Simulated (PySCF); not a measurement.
## PbN⁺: frontier orbitals

r²SCAN at R = 2.249 Å; Pb def2-SVP with ECP60, N def2-SVP; scalar-relativistic core potentials (PySCF 2.14). State: ³Σ⁻ (triplet), unpaired electrons π ↑↑. Only the outer orbitals are listed, counted within each symmetry, core potentials removing the inner ones.

```csv
spin,orbital,occ.,ε (eV),on Pb (%),main shells (%)
α,5σ,1,-25.54,14,84 N s
α,6σ,1,-19.22,88,"87 Pb s, 8 N s"
α,3π,1,-13.66,9,91 N p
α,3π,1,-13.66,9,91 N p
α,7σ,1,-12.62,29,"68 N p, 24 Pb p"
α,4π,0,-9.51,93,93 Pb p
α,4π,0,-9.51,93,93 Pb p
α,8σ,0,-6.45,83,"78 Pb p, 19 N p"
β,5σ,1,-22.33,35,"62 N s, 30 Pb s"
β,6σ,1,-18.46,70,"66 Pb s, 29 N s"
β,7σ,1,-11.59,36,"58 N p, 34 Pb p"
β,3π,0,-10.31,74,"74 Pb p, 26 N p"
β,3π,0,-10.31,74,"74 Pb p, 26 N p"
β,4π,0,-7.75,30,"70 N p, 26 Pb p"
```

**Question.** Which are the highest filled and the lowest empty level, where do they sit, and how wide is the gap?

**Answer.** Highest filled β 7σ at -11.59 eV (in %: 58 N p, 34 Pb p); lowest empty β 3π at -10.31 eV (in %: 74 Pb p, 26 N p); the gap at r²SCAN is 1.28 eV.

The bond order (Mayer) is 1.18. The ⟨S²⟩ is 2.021, the charge on Pb (Mulliken, basis-dependent) is 1.17 and the charge on Pb (Löwdin, basis-dependent) is 1.09. The dipole moment (positive dipole points towards N; it is taken about the centre of mass and depends on that origin) is -1.91 D.

Spin–orbit coupling is left out, which matters for elements this heavy, above all for dissociation energies. The state is the lowest determinant that a PBE0 search found; another state may lie lower at other levels.
